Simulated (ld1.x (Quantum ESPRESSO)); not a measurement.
# Which change was made? (V, TM semilocal)

ld1.x (Quantum ESPRESSO) 7.5 input, shortened:

```
&input
   title='V', zed=23., rel=1, dft='BLYP', iswitch=3,
   config='[Ar] 3d3 4s2 4p0'
 /
 &inputp
   pseudotype=1, tm=.true., lloc=2,
   nlcc=.false.
 /
3
3S  1  0   2.00   0.00  1.40  1.40  0.0
3P  2  1   6.00   0.00  0.90  0.90  0.0
3D  3  2   3.00   0.00  2.00  2.00  0.0
 &test
   configts(1)='3s2 3p6 3d3 4s2 4p0'
 /
```

Occupied shells without a wave of their own: 4s. They enter only through the test configuration that unscreens the potential.

Cutoffs, loose and tight: the cutoffs (Ry, on a coarse ladder) from which the occupation-weighted sum of valence levels, in a spherical-Bessel basis at the reference potential, stays within 10 and 1 mRy of its value at 400 Ry. They do not see the model core or the augmentation charge, which bear on the density cutoff. Test errors are all-electron minus pseudo excitation energies from the reference, over the configurations 3s2 3p6 3d3 4s1 4p0; 3s2 3p6 3d3 4s0 4p0; 3s2 3p6 3d2 4s0 4p0; 3s1 3p6 3d3 4s2 4p0; 3s2 3p6 3d1 4s0 4p0; 3s2 3p6 3d4 4s1 4p0; 3s2 3p6 3d3.5 4s1.5 4p0; variants that change the core or the reference have their own tests.

The base gives: outcome: generated, misses its reference levels by 0.45 eV; cutoff, loose: 100 Ry; cutoff, tight: 180 Ry; bound ghosts: none; largest test error (meV): -2937.

After one change the result is: outcome: generated, misses its reference levels by 0.51 eV; cutoff, loose: 100 Ry; cutoff, tight: 180 Ry; bound ghosts: none; largest test error (meV): -1760. Which change was it?
A. wave 3s (bound): rc 1.40 bohr becomes 3s (bound): rc 1.56 bohr
B. reference 3s2 3p6 3d3 4s1.5 4p0
C. wave 3p (bound): rc 0.90 bohr becomes 3p (bound): rc 1.16 bohr
D. core [Ar], valence charge 5; reference 3d3 4s0 4p0; waves now 4s (bound): rc 2.30 bohr; 3d (bound): rc 1.85 bohr; 4p (bound): rc 2.60 bohr; local potential the p channel; core correction a·sin(br)/r model core inside 1.65 bohr

B. The others give: core [Ar], valence charge 5; reference 3d3 4s0 4p0; waves now 4s (bound): rc 2.30 bohr; 3d (bound): rc 1.85 bohr; 4p (bound): rc 2.60 bohr; local potential the p channel; core correction a·sin(br)/r model core inside 1.65 bohr → outcome: generated; cutoff, loose: 70 Ry; cutoff, tight: 80 Ry; bound ghosts: none; largest test error (meV): -1217 | wave 3s (bound): rc 1.40 bohr becomes 3s (bound): rc 1.56 bohr → outcome: generated, misses its reference levels by 0.74 eV; cutoff, loose: 100 Ry; cutoff, tight: 180 Ry; bound ghosts: none; largest test error (meV): -5079 | wave 3p (bound): rc 0.90 bohr becomes 3p (bound): rc 1.16 bohr → outcome: generated, misses its reference levels by 0.45 eV; cutoff, loose: 80 Ry; cutoff, tight: 110 Ry; bound ghosts: none; largest test error (meV): -2931. In the semilocal form every listed channel keeps its own potential, so the choice of the local channel does not act on these tests. It acts once the file is put into the separable form.
